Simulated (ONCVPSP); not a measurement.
# Varying the ONCV potential for Fe

Base potential:

```
Element                 : iron
Generator               : ONCVPSP 4.0.1
Type                    : optimised norm-conserving Vanderbilt (ONCV)
Functional              : PBE
Relativity              : scalar-relativistic
Frozen core             : [Ne]
Valence charge          : 16
Reference configuration : 3s2 3p6 3d6 4s2
Partial waves           : 3s+4s: rc 1.35 bohr, ncon 4, nbas 8, qcut 11.1 1/bohr, 2 projectors; 3p: rc 1.05 bohr, ncon 4, nbas 8, qcut 14.7 1/bohr, 1 projector; 3d: rc 1.05 bohr, ncon 4, nbas 8, qcut 12.9 1/bohr, local
Local potential         : the d channel
Core correction         : none
```

All-electron outer shells of the reference configuration (PBE, scalar-relativistic, ld1.x):

```csv
shell,level (eV),outermost node (bohr),outermost maximum (bohr)
2p,-698.45,–,0.18
3s,-94.02,0.33,0.70
3p,-60.04,0.30,0.72
3d,-7.50,–,0.71
4s,-5.29,1.00,2.41
```

Cutoffs, loose and tight: the cutoffs (Ha) at which the residual kinetic energy of the hardest occupied pseudo-wave falls to 1 and 0.1 mHa per electron. They do not see the model core or the augmentation charge, which bear on the density cutoff. Test errors are all-electron minus pseudo excitation energies from the reference, over the configurations 3s2 3p6 3d6 4s1; 3s2 3p6 3d6 4s0; 3s2 3p6 3d5 4s0; 3s2 3p6 3d6 4s1.5. A dash means not determined; rows that change the core or the reference have their own tests.

A true bound ghost makes a file unfit for plane-wave use even where its test errors are small: the radial tests pick states by their node count and pass the ghost by.

```csv
change,outcome,"cutoff, loose","cutoff, tight",bound ghosts,GHOST(+) flags above zero,largest test error (meV)
base,generated,72 Ha,83 Ha,none,s,-17
s: rc 0.96,failed: test_data: rc < rc(lloc) for l = 0. Not allowed.,–,–,–,–,–
s: rc 1.34,generated,72 Ha,83 Ha,none,s,-17
s: rc 1.5,generated,72 Ha,83 Ha,none,s,-18
s: rc 1.76,generated,72 Ha,83 Ha,none,none,-18
```

What comes out with this change to the base: s: rc 1.9?

outcome: failed: ERROR pspot: first pseudo wave function has node, program will stop. Cause: the optimised pseudo-wave of the first projector has a node, so the radial equation cannot be inverted for a potential.

What comes out with this change to the base: s: rc 1.2?

outcome: generated; cutoff, loose: 72 Ha; cutoff, tight: 83 Ha; bound ghosts: s; GHOST(+) flags above zero: none; largest test error (meV): -16.

Reading the sweep of the s radius (base included, trends over the rows without a ghost): The loose cutoff stays near 72 Ha. The median size of the test errors (rows with all tests solved) stays near 0.5 meV. Bound ghosts are found at 1.2 bohr. The generation fails at 0.96, 1.9 bohr.
